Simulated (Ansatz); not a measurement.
System: P$_{2}$H$_{4}$, charge 1, doublet. P2H4+ (parent SMILES PP, doublet).
B3LYP-D3(BJ)/def2-TZVP minimum from Ansatz (a first-principles code):
```
P
H 1 1.4103
H 1 1.4103 2 102.54
P 1 2.1485 2 102.94 3 106.64
H 4 1.4103 1 102.94 2 -180.00
H 4 1.4103 5 102.54 1 106.64
```
Charge +1, spin multiplicity 2.

Total energies in cc-pV(D+d)Z, 13 correlated electrons, 10 frozen orbitals. UHF or UKS for unpaired electrons; spin-orbit terms are left out. Cores are frozen in correlated methods. No relativity. The UHF reference of H4P2+ (parent SMILES PP, doublet) is spin-contaminated (<S^2> up to 0.07 over the pure value in the sets run). The spin of H4P2+ (parent SMILES PP, doublet) was assumed, and the state is the lowest solution found for it.

```json
[
 {"method": "HF", "program": "Ansatz", "energy (Eh)": "-683.51651", "minus CCSDT(Q) (mEh)": "282.38"},
 {"method": "MP2", "program": "Ansatz", "energy (Eh)": "-683.74159", "minus CCSDT(Q) (mEh)": "57.30"},
 {"method": "CCSD", "program": "Ansatz", "energy (Eh)": "-683.78785", "minus CCSDT(Q) (mEh)": "11.05"},
 {"method": "CCSD(T)", "program": "Ansatz", "energy (Eh)": "-683.79685", "minus CCSDT(Q) (mEh)": "2.05"},
 {"method": "CCSDT(Q)", "program": "Ansatz", "energy (Eh)": "-683.79890", "minus CCSDT(Q) (mEh)": "0.00"}
]
```

Rough core times of Ansatz's runs on a shared machine: CCSD(T) under 20 s, CCSDT(Q) 3 min.
